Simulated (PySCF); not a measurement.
C2H6BrClSi, singlet, at a GFN2-xTB geometry, with bond 5-2 at 1.4 times its length; CASSCF(6,7)/STO-3G in PySCF.

PySCF was given this input:
```python
from pyscf import gto, scf, mcscf
import numpy

mol = gto.Mole()
mol.atom = '''
    C     1.469946   -1.727710   -0.012123
    Si    0.077103   -0.524355   -0.464688
    C    -1.556700   -1.374441   -0.912944
    Cl    0.665099    0.730580   -1.948145
    Br   -0.489085    1.174189    2.103741
    H     1.186076   -2.365344    0.820609
    H     2.372099   -1.193882    0.277124
    H     1.722027   -2.369542   -0.851323
    H    -2.334691   -0.644507   -1.123757
    H    -1.910250   -2.003942   -0.100950
    H    -1.444746   -1.999918   -1.793849
'''
mol.basis = 'sto-3g'
mol.charge = 0
mol.spin = 0
mol.verbose = 4
mol.build()

mf = scf.RHF(mol)
mf.kernel()
mc = mcscf.CASSCF(mf, 7, 6)
mc.fix_spin_(ss=0.0)
mc.kernel()
occ = numpy.linalg.eigvalsh(mc.fcisolver.make_rdm1(mc.ci, mc.ncas, mc.nelecas))[::-1]
ss = mc.fcisolver.spin_square(mc.ci, mc.ncas, mc.nelecas)[0]
print('natural occupations', occ.round(4), ' <S^2>', round(ss, 4))
```

Output, abridged:

```
PySCF version 2.14.0

[INPUT] verbose = 4
[INPUT] num. atoms = 11
[INPUT] num. electrons = 84
[INPUT] charge = 0
[INPUT] spin (= nelec alpha-beta = 2S) = 0
[INPUT] symmetry False subgroup None
[INPUT] Mole.unit = angstrom
[INPUT] Symbol           X                Y                Z      unit          X                Y                Z       unit  Magmom
[...]
nuclear repulsion = 443.356746084922
number of shells = 30
number of NR pGTOs = 156
number of NR cGTOs = 52
basis = sto-3g
ecp = {}

******** <class 'pyscf.scf.hf.RHF'> ********
method = RHF
initial guess = minao
damping factor = 0
level_shift factor = 0
DIIS = <class 'pyscf.scf.diis.CDIIS'>
diis_start_cycle = 1
diis_space = 8
diis_damp = 0
SCF conv_tol = 1e-09
SCF conv_tol_grad = None
SCF max_cycles = 50
direct_scf = True
direct_scf_tol = 1e-13
Set gradient conv threshold to 3.16228e-05
Initial guess from minao.
init E= -3358.94990018442
[...]
cycle= 1 E= -3363.02825462029  delta_E= -4.08  |g|= 0.324  |ddm|= 3.59
[...]
cycle= 2 E= -3363.15318464562  delta_E= -0.125  |g|= 0.16  |ddm|= 1.73
[...]
cycle= 3 E= -3363.16444244076  delta_E= -0.0113  |g|= 0.0345  |ddm|= 0.31
[...]
cycle= 4 E= -3363.1655962663  delta_E= -0.00115  |g|= 0.00527  |ddm|= 0.134
[...]
cycle= 5 E= -3363.16561818381  delta_E= -2.19e-05  |g|= 0.00141  |ddm|= 0.0151
[...]
cycle= 6 E= -3363.16562022112  delta_E= -2.04e-06  |g|= 0.00031  |ddm|= 0.00498
[...]
cycle= 7 E= -3363.16562031011  delta_E= -8.9e-08  |g|= 7.89e-05  |ddm|= 0.000963
[...]
cycle= 8 E= -3363.16562031805  delta_E= -7.94e-09  |g|= 2.07e-05  |ddm|= 0.000343
[...]
cycle= 9 E= -3363.16562031916  delta_E= -1.11e-09  |g|= 9.38e-06  |ddm|= 0.000146
[...]
cycle= 10 E= -3363.16562031954  delta_E= -3.82e-10  |g|= 2.95e-06  |ddm|= 0.000119
[...]
Extra cycle  E= -3363.16562031956  delta_E= -2.36e-11  |g|= 1.9e-06  |ddm|= 1.47e-05
converged SCF energy = -3363.16562031956

******** <class 'pyscf.mcscf.mc1step.CASSCF'> ********
CAS (3e+3e, 7o), ncore = 39, nvir = 6
max_cycle_macro = 50
max_cycle_micro = 4
conv_tol = 1e-07
conv_tol_grad = None
orbital rotation max_stepsize = 0.02
orbital rotation threshold for CI restart = 0.01
augmented hessian ah_max_cycle = 30
augmented hessian ah_conv_tol = 1e-12
augmented hessian ah_linear dependence = 1e-14
augmented hessian ah_level shift = 1e-08
augmented hessian ah_start_tol = 2.5
augmented hessian ah_start_cycle = 3
augmented hessian ah_grad_trust_region = 3
kf_trust_region = 3
kf_interval = 4
ci_response_space = 4
ci_grad_trust_region = 3
with_dep4 0
natorb = False
canonicalization = True
sorting_mo_energy = False
ao2mo_level = 2
internal_rotation = False
******** <class 'pyscf.fci.addons.SpinPenaltyFCISolver'> ********
max. cycles = 50
conv_tol = 1e-08
davidson only = True
linear dependence = 1e-12
level shift = 0.001
max iter space = 12
nroots = 1
pspace_size = 400
spin = None
CASCI E = -3363.20457427725  S^2 = 0.0000000
Set conv_tol_grad to 0.000316228
macro iter   1 ( 21 JK    4 micro), CASSCF E = -3363.21182141476  dE = -7.24713752e-03  S^2 = 0.0000000
               |grad[o]|=0.0524  |grad[c]|=0.0289  |ddm|=0.032  |maxRot[o]|=0.231
macro iter   2 ( 12 JK    3 micro), CASSCF E = -3363.21222507844  dE = -4.03663671e-04  S^2 = 0.0000000
               |grad[o]|=0.013  |grad[c]|=0.0045  |ddm|=0.0138  |maxRot[o]|= 0.12
macro iter   3 ( 12 JK    3 micro), CASSCF E = -3363.21291481649  dE = -6.89738054e-04  S^2 = 0.0000000
               |grad[o]|=0.00991  |grad[c]|=0.0148  |ddm|=0.00812  |maxRot[o]|=0.149
macro iter   4 ( 21 JK    4 micro), CASSCF E = -3363.21614758157  dE = -3.23276508e-03  S^2 = 0.0000000
               |grad[o]|=0.00796  |grad[c]|=0.0923  |ddm|= 0.02  |maxRot[o]|=0.234
macro iter   5 ( 21 JK    4 micro), CASSCF E = -3363.22018018969  dE = -4.03260812e-03  S^2 = 0.0000000
               |grad[o]|=0.00802  |grad[c]|=0.0388  |ddm|=0.0141  |maxRot[o]|=0.228
macro iter   6 ( 12 JK    3 micro), CASSCF E = -3363.22405391391  dE = -3.87372421e-03  S^2 = 0.0000000
[...]
               |grad[o]|=0.00997  |grad[c]|=0.0109  |ddm|=0.00453  |maxRot[o]|=0.00145
macro iter  33 ( 21 JK    4 micro), CASSCF E = -3363.23812558368  dE = -1.26125465e-05  S^2 = 0.0000000
               |grad[o]|=0.00995  |grad[c]|=0.0108  |ddm|=0.00451  |maxRot[o]|=0.00145
macro iter  34 ( 21 JK    4 micro), CASSCF E = -3363.23813698699  dE = -1.14033082e-05  S^2 = 0.0000000
               |grad[o]|=0.00994  |grad[c]|=0.0108  |ddm|=0.0045  |maxRot[o]|=0.00145
macro iter  35 ( 21 JK    4 micro), CASSCF E = -3363.23814731206  dE = -1.03250736e-05  S^2 = 0.0000000
               |grad[o]|=0.00992  |grad[c]|=0.0108  |ddm|=0.00448  |maxRot[o]|=0.00145
macro iter  36 ( 21 JK    4 micro), CASSCF E = -3363.23815667227  dE = -9.36020933e-06  S^2 = 0.0000000
               |grad[o]|=0.00991  |grad[c]|=0.0108  |ddm|=0.00447  |maxRot[o]|=0.00145
macro iter  37 ( 21 JK    4 micro), CASSCF E = -3363.23816513969  dE = -8.46741659e-06  S^2 = 0.0000000
               |grad[o]|=0.00989  |grad[c]|=0.0108  |ddm|=0.00446  |maxRot[o]|=0.00146
macro iter  38 ( 21 JK    4 micro), CASSCF E = -3363.23817283813  dE = -7.69843928e-06  S^2 = 0.0000000
               |grad[o]|=0.00988  |grad[c]|=0.0108  |ddm|=0.00444  |maxRot[o]|=0.00146
macro iter  39 ( 21 JK    4 micro), CASSCF E = -3363.23817980332  dE = -6.96519919e-06  S^2 = 0.0000000
               |grad[o]|=0.00987  |grad[c]|=0.0108  |ddm|=0.00443  |maxRot[o]|=0.00147
macro iter  40 ( 21 JK    4 micro), CASSCF E = -3363.23818615400  dE = -6.35067408e-06  S^2 = 0.0000000
               |grad[o]|=0.00986  |grad[c]|=0.0108  |ddm|=0.00443  |maxRot[o]|=0.00147
macro iter  41 ( 21 JK    4 micro), CASSCF E = -3363.23819189325  dE = -5.73924854e-06  S^2 = 0.0000000
               |grad[o]|=0.00985  |grad[c]|=0.0108  |ddm|=0.00442  |maxRot[o]|=0.00147
macro iter  42 ( 21 JK    4 micro), CASSCF E = -3363.23819714378  dE = -5.25053247e-06  S^2 = 0.0000000
               |grad[o]|=0.00985  |grad[c]|=0.0108  |ddm|=0.00441  |maxRot[o]|=0.00148
macro iter  43 ( 21 JK    4 micro), CASSCF E = -3363.23820187951  dE = -4.73573209e-06  S^2 = 0.0000000
               |grad[o]|=0.00984  |grad[c]|=0.0108  |ddm|=0.0044  |maxRot[o]|=0.00148
macro iter  44 ( 21 JK    4 micro), CASSCF E = -3363.23820622318  dE = -4.34367166e-06  S^2 = 0.0000000
               |grad[o]|=0.00983  |grad[c]|=0.0108  |ddm|=0.0044  |maxRot[o]|=0.00148
macro iter  45 ( 21 JK    4 micro), CASSCF E = -3363.23821014474  dE = -3.92156107e-06  S^2 = 0.0000000
               |grad[o]|=0.00982  |grad[c]|=0.0108  |ddm|=0.00439  |maxRot[o]|=0.00149
macro iter  46 ( 21 JK    4 micro), CASSCF E = -3363.23821373615  dE = -3.59140813e-06  S^2 = 0.0000000
               |grad[o]|=0.00982  |grad[c]|=0.0108  |ddm|=0.00439  |maxRot[o]|=0.00149
macro iter  47 ( 21 JK    4 micro), CASSCF E = -3363.23821698198  dE = -3.24582697e-06  S^2 = 0.0000000
               |grad[o]|=0.00981  |grad[c]|=0.0108  |ddm|=0.00438  |maxRot[o]|=0.00149
macro iter  48 ( 21 JK    4 micro), CASSCF E = -3363.23821994932  dE = -2.96733788e-06  S^2 = 0.0000000
               |grad[o]|=0.00981  |grad[c]|=0.0108  |ddm|=0.00438  |maxRot[o]|=0.00149
macro iter  49 ( 21 JK    4 micro), CASSCF E = -3363.23822263219  dE = -2.68286885e-06  S^2 = 0.0000000
               |grad[o]|=0.0098  |grad[c]|=0.0108  |ddm|=0.00438  |maxRot[o]|=0.00149
macro iter  50 ( 21 JK    4 micro), CASSCF E = -3363.23822508046  dE = -2.44827470e-06  S^2 = 0.0000000
               |grad[o]|=0.0098  |grad[c]|=0.0108  |ddm|=0.00437  |maxRot[o]|=0.0015
1-step CASSCF not converged,  50 macro (1010 JK 196 micro) steps
CASSCF canonicalization
Density matrix diagonal elements [1.9751693  1.98440498 1.74611225 0.2546515  0.00528717 0.01787485
 0.01649995]
CASSCF energy = -3363.23822508046
CASCI E = -3363.23822508046  E(CI) = -6.86951088852857  S^2 = 0.0000000
natural occupations [1.9846e+00 1.9752e+00 1.7583e+00 2.4280e-01 2.0900e-02 1.6500e-02
 1.8000e-03]  <S^2> 0.0
```

Convergence was not reached.
